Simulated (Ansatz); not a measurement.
Z-matrix (Å, degrees):
```
C
C 1 1.523
H 1 1.094 2 111.4
H 1 1.096 2 110.8 3 -119.2
H 1 1.092 2 112.3 3 120.7
Ge 2 1.974 1 112.3 3 -59.1
C 2 1.523 1 111.3 3 64.7
H 2 1.096 1 108.7 3 -175.8
C 6 1.977 2 113.9 1 -58.9
H 6 1.548 2 108.0 1 -179.7
H 6 1.548 2 108.6 1 63.4
H 7 1.096 2 110.9 1 57.4
H 7 1.093 2 112.1 1 177.8
H 7 1.094 2 111.2 1 -61.8
C 9 1.523 6 112.7 2 80.9
C 9 1.523 6 110.9 2 -45.3
H 9 1.096 6 104.5 2 -161.8
H 15 1.093 9 111.9 6 56.3
H 15 1.096 9 110.7 6 176.4
H 15 1.093 9 111.7 6 -64.3
H 16 1.093 9 112.1 6 -55.4
H 16 1.094 9 111.4 6 65.2
H 16 1.095 9 110.9 6 -175.6
```

The species carries charge 0 and has multiplicity 1.

(1) List the B3LYP/def2-TZVPP orbital energies in eV (Ansatz 0.2.0). (Estimate.)

Results:

(1) Ansatz gave: Occupied: -10849.51, -1353.90, -1204.80, -1204.80, -1204.78, -276.78, -276.77, -276.60, -276.57, -276.54, -276.52, -168.44, -118.70, -118.68, -118.65, -32.28, -32.25, -32.23, -32.19, -32.18, -21.54, -21.26, -18.73, -18.69, -16.34, -15.68, -13.94, -12.51, -12.29, -11.84, -11.38, -11.19, -10.98, -10.62, -10.48, -9.52, -9.47, -9.36, -9.28, -8.62, -7.80, -7.20. Lowest empty: 0.54, 0.94, 1.47, 1.57, 1.84, 1.95, 1.98, 2.34.

B3LYP here is the variant with VWN-RPA as its local correlation; programs differ in this.
